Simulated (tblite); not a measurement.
C8H10F2.
SMILES with atom numbers: `[CH2:1]=[C:2](/[CH:3]=[CH:4]\[F:5])[C:6](=[CH2:7])[CH2:8][CH2:9][F:10]` (hydrogens: H11, H12 on C1; H13 on C3; H14 on C4; H15, H16 on C7; H17, H18 on C8; H19, H20 on C9)

Structure optimised with GFN2-xTB, isolated species.

**Question.** What internal coordinates does the optimisation give?

**Answer.** 
```tsv
bond	length (Å)	order
C1=C2	1.335	double
C2–C3	1.457	single
C3=C4	1.328	double
C4–F5	1.342	single
C2–C6	1.484	single
C6=C7	1.324	double
C6–C8	1.503	single
C8–C9	1.526	single
C9–F10	1.375	single
C1–H11	1.076	single
C1–H12	1.077	single
C3–H13	1.081	single
C4–H14	1.081	single
C7–H15	1.077	single
C7–H16	1.076	single
C8–H17, C8–H18	1.091	single
C9–H19, C9–H20	1.094	single
```

Bonds in one row agree within 0.01 Å and their mean is given. Orders are formal, as drawn. A selection of angles:
```tsv
angle	degrees
C1–C2–C3	119.9
C1–C2–C6	120.8
C3–C2–C6	119.3
C2–C3–C4	127.9
C3–C4–F5	124.5
C2–C6–C7	121.1
C2–C6–C8	116.3
C7–C6–C8	122.6
C6–C8–C9	110.0
C8–C9–F10	110.2
```

Torsions: C1–C2–C3–C4 165° (antiperiplanar); C2–C3–C4–F5 0° (synperiplanar); C1–C2–C6–C7 117° (anticlinal); C2–C6–C8–C9 -73° (synclinal); C6–C8–C9–F10 178° (antiperiplanar). The mirror-image conformer, all signs reversed, is as good.

The 2 C–F bonds span 1.342 Å (C4–F5, drawn single) to 1.375 Å (C9–F10, drawn single), a spread of 0.033 Å. Of the pairs four or more bonds apart, F5···C6 is among the closest relative to their van der Waals radii: 2.83 Å, 89 % of the sum of Bondi's values. The 7 C–C bonds span 1.324 Å (C6=C7, drawn double) to 1.526 Å (C8–C9, drawn single), a spread of 0.202 Å.

Point group: C1 (no symmetry element, even within 0.4 Å). Its GFN2-xTB frequencies are all real (lowest 37 cm⁻¹). One conformer, not necessarily the lowest.

The numbers are calculated, not measured.
